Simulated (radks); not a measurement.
Q: Species: Tb. Configuration: [Xe] 4f9 6s2. Method: Dirac Kohn-Sham, LDA (Slater exchange, Perdew-Wang correlation), spin-unpolarised, spherical densities, finite nucleus; open shells are shared between the two j in proportion to 2j + 1; Fermi nuclear charge, rms radius 5.06 fm; computed with a radial shooting solver on a logarithmic mesh with Libxc functionals.

Spin-orbit splittings of the eigenvalues, e(l+1/2) - e(l-1/2), with zeta = 2 splitting/(2l+1) and mean radii in bohr:

| shell | occ. | splitting (eV) | zeta (eV) | <r> j=l-1/2 | <r> j=l+1/2 |
|---|---|---|---|---|---|
| 2p | 6 | 745.7 | 497.1 | 0.07592 | 0.08287 |
| 3p | 6 | ? | ? | 0.2288 | 0.2420 |
| 3d | 10 | 33.61 | 13.44 | 0.2142 | 0.2183 |
| 4p | 6 | 34.44 | 22.96 | 0.5528 | 0.5833 |
| 4d | 10 | 6.221 | 2.488 | 0.6179 | 0.6287 |
| 4f | 9 | 0.7868 | 0.2248 | 0.8979 | 0.9205 |
| 5p | 6 | 4.423 | 2.949 | 1.502 | 1.610 |

Estimate the 3p splitting.

A: 153.9 eV (zeta = 102.6 eV).
